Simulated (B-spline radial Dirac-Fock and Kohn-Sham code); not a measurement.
**Magnetic form factor of the 4f shell of Sm**

System: atomic samarium in the configuration [Xe] 4f8 (an excited configuration).

These are calculated numbers from a B-spline atomic structure program; the model is configuration-average Dirac-Fock orbitals. ⟨j_K⟩ is the integral of the 4f radial density with the spherical Bessel function j_K(4πsr), s = sin θ/λ.

Hund's rules give S = 3, L = 3, J = 6 for 4f8, so g = 1.500, and the dipole approximation is F = ⟨j0⟩ + C₂⟨j2⟩ with C₂ = (2 − g)/g = 0.333.

```
s (Å⁻¹)     ⟨j0⟩    ⟨j2⟩    ⟨j4⟩    ⟨j6⟩  F (dipole)
      0   1.0000  0.0000  0.0000  0.0000      1.0000
   0.08   0.8271  0.0421  0.0105  0.0046      0.8412
   0.09   0.8078  0.0459  0.0108  0.0052      0.8231
   0.11   0.7687  0.0548  0.0110  0.0058      0.7870
   0.13   0.7288  0.0648  0.0116  0.0059      0.7505
   0.15   0.6884  0.0752  0.0126  0.0059      0.7135
   0.18   0.6278  0.0906  0.0150  0.0059      0.6580
   0.21   0.5684  0.1048  0.0181  0.0063      0.6034
   0.25   0.4928  0.1213  0.0232  0.0073      0.5332
    0.3   0.4061  0.1372  0.0303  0.0092      0.4518
   0.35   0.3294  0.1479  0.0376  0.0116      0.3787
   0.41   0.2510  0.1543  0.0461  0.0149      0.3025
   0.49   0.1685  0.1540  0.0561  0.0198      0.2198
   0.57   0.1076  0.1465  0.0638  0.0248      0.1564
   0.68   0.0514  0.1293  0.0704  0.0312      0.0945
    0.8   0.0158  0.1071  0.0727  0.0369      0.0515
   0.94  -0.0047  0.0818  0.0704  0.0413      0.0226
   1.11  -0.0132  0.0561  0.0632  0.0436      0.0055
    1.3  -0.0134  0.0349  0.0527  0.0428     -0.0018
   1.54  -0.0096  0.0179  0.0394  0.0387     -0.0036
```

Radial moments of the shell: ⟨r²⟩ = 12.00, ⟨r⁴⟩ = 2130, ⟨r⁶⟩ = 718400 in powers of bohr.
